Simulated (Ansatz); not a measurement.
Ansatz (a quantum-chemistry and plane-wave program) input:

Ansatz 0.2 input:
```yaml
crystal:
  periodic: [false, false, false]
  atoms:
    - {symbol: Be, position_ang: [0.00000000, 0.00000000, 0.00000000]}
    - {symbol: H, position_ang: [0.00000000, 0.00000000, 1.33008694]}
    - {symbol: H, position_ang: [-0.00000000, -0.00000000, -1.33008694]}
basis:
  gaussian:
    orbitals: def2-SVP
magnetization: {spin_polarized: false}
correlation: {method: ccsd_t, electrons: outside_noble_gas}
```

Problem. Which total energy does the run end on?

Solution. -15.81135 Eh (CCSD(T)/def2-SVP). The basis has 19 functions.
